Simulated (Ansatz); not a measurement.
# One elementary step

Start structure (SnNH₅O, closed shell), relaxed at PBE0-D4/def2-TZVP:

Sn1  (-0.046, 0.435, 0.575)
O2  (1.764, -0.351, 0.644)
N3  (-1.206, -0.441, -0.826)
H4  (-0.967, -0.206, -1.780)
H5  (0.077, 2.083, 0.151)
H6  (-0.668, 0.068, 2.109)
H7  (2.305, -0.139, -0.119)
H8  (-1.259, -1.449, -0.754)
(Å)

The step: SnNH₅O ([NH2][SnH2][OH]) → SnNH₃ ([NH][SnH2]) + H₂O (still joined by a long Sn–O bond); bonds formed: O2–H4; bonds broken: N3–H4; bonds weakened to dative contacts: Sn1–O2. Program: Ansatz 0.2.0. Basis: def2-TZVPP and def2-QZVPP. Cores are frozen in the correlated methods. Filled d shells of the heavier atoms are correlated. Core potentials replace the inner electrons of the atoms past krypton. The def2 sets are not built for correlating such inner shells, so the correlated values are less sure here. Extrapolation: Hartree–Fock as exp(−7.88 √X), correlation as X^−2.97. Energies below are by CCSD(T) at an estimated basis limit (MP2 extrapolated from triple and quadruple zeta, plus CCSD(T) − MP2 in triple zeta).

**Question.** What are the electronic barrier and the energy of the step, from the start structure to the end structure? (An estimate is asked for; the value comes from the calculation.)

**Answer.** Computed: Barrier 213.5 kJ/mol; step energy 206.6 kJ/mol (uphill); reverse barrier, their difference, 6.9 kJ/mol. Barrier and step energy count from the start structure, the reverse barrier from the end structure.

The saddle point: One imaginary mode of 342i cm⁻¹.
| pair | start (Å) | saddle (Å) | end (Å) |
| --- | --- | --- | --- |
| O2–H4 | 3.65 | 1.07 | 0.99 |
| Sn1–O2 | 1.97 | 2.26 | 2.40 |
| N3–H4 | 1.01 | 1.63 | 2.04 |

Zero-point energy (harmonic, PBE0-D4): ZPE is 136.5 kJ/mol at the start and 128.5 kJ/mol at the saddle, so the barrier goes from 213.5 to 205.5 kJ/mol.

First-order rate constant out of the start structure at 498 K by transition-state theory, with harmonic vibrational free energies alone and no tunnelling: ΔA‡ = 213.0 kJ/mol, so k = (kB T/h) exp(−ΔA‡/kB T) ≈ 10^-9 s⁻¹ (an order of magnitude at best: rotation, the number of equivalent paths and anharmonicity are left out).

T1 diagnostic: at most 0.021.

Labels in which every atom is bracketed show which atoms are joined, not bond orders.

For scale, one of the runs: CCSD(T)/def2-TZVPP, 182 basis functions, launched by `ansatz run in.yaml --threads 4 --pin off --events-out ev --progress --plain --max-ram 9574MiB`. Hardware: 4 CPU threads of an Arm Neoverse V2, shared host. Wall time 45 s; peak host memory 2.1 GiB.
